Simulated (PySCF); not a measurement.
Steps of a relaxation of [DyCl3(NH3)]−

[DyCl3(NH3)]− (singlet in the valence; each metal's 4f electrons, 10 of them, lie in its core potential, out of spins and levels). PySCF 2.14.0, RKS PBE0, Dy lcecp-0-SVP with ECP56, Cl def2-SVP, N def2-SVP, H def2-SVP; non-relativistic Hamiltonian with scalar-relativistic core potentials where named; density fitting; no spin-orbit coupling. Origin of the start: template. Columns: position (Å) and force (eV/Å). Energies are counted from the last step; some of the 11 steps are shown. Forces carry noise of the integration grid, about 0.01 to 0.03 eV/Å.

Run from Python with OMP_NUM_THREADS=2. Where DIIS fails, smearing, a level shift and second-order steps follow.
It took 73 s on 2 threads of Arm Neoverse V1, on a shared host, from the converged density of the start.

```xyz
8
step 0  E = 0.351 eV
Dy   -0.1008    0.1008   -0.1008     0.72   -0.72    0.72
Cl    1.4926    1.6942    1.4926    -0.34   -0.02   -0.34
Cl   -1.6942   -1.4926    1.4926     0.02    0.34   -0.34
Cl    1.4926   -1.4926   -1.6942    -0.34    0.34    0.02
N    -1.6409    1.6409   -1.6409    -0.14    0.14   -0.14
H    -2.2541    2.2541   -1.1038     0.00    0.00    0.08
H    -1.1038    2.2541   -2.2541     0.08    0.00    0.00
H    -2.2541    1.1038   -2.2541     0.00   -0.08    0.00
```

```xyz
8
step 3  E = 0.035 eV
Dy    0.0382   -0.0382    0.0382     0.00    0.00    0.00
Cl    1.3346    1.9490    1.3346    -0.04    0.04   -0.04
Cl   -1.9490   -1.3346    1.3346    -0.04    0.04   -0.04
Cl    1.3346   -1.3346   -1.9490    -0.04    0.04   -0.04
N    -1.5418    1.5418   -1.5418     0.07   -0.07    0.07
H    -2.1463    2.1463   -0.9862     0.02   -0.02    0.01
H    -0.9862    2.1463   -2.1463     0.01   -0.02    0.02
H    -2.1463    0.9862   -2.1463     0.02   -0.01    0.02
```

```xyz
8
step 7  E = 0.001 eV
Dy    0.0695   -0.0695    0.0695    -0.05    0.05   -0.05
Cl    1.2251    2.0780    1.2251     0.02    0.03    0.02
Cl   -2.0780   -1.2251    1.2251    -0.03   -0.02    0.02
Cl    1.2251   -1.2251   -2.0780     0.02   -0.02   -0.03
N    -1.4642    1.4642   -1.4642    -0.01    0.01   -0.01
H    -2.0672    2.0672   -0.9056     0.02   -0.02    0.01
H    -0.9056    2.0672   -2.0672     0.01   -0.02    0.02
H    -2.0672    0.9056   -2.0672     0.02   -0.01    0.02
```

Question: Where does the relaxation end?

Answer: It converges at step 10 in C3v:
```xyz
8
step 10  E = 0
Dy    0.0592   -0.0592    0.0592
Cl    1.2290    2.0816    1.2290
Cl   -2.0816   -1.2290    1.2290
Cl    1.2290   -1.2290   -2.0816
N    -1.4650    1.4650   -1.4650
H    -2.0655    2.0655   -0.9020
H    -0.9020    2.0655   -2.0655
H    -2.0655    0.9020   -2.0655
```

Question: How did the contacts change?

Answer: 
```tsv
contact	start (Å)	end (Å)
Dy1–Cl2 (Cl)	2.760	2.706
Dy1–Cl3 (Cl)	2.760	2.706
Dy1–Cl4 (Cl)	2.760	2.706
Dy1–N5 (NH3)	2.668	2.640
```


An lcecp potential fixes the number of 4f electrons, so in runs with it no electron can move into or out of that shell; real Dy(II) is rare or takes another configuration.
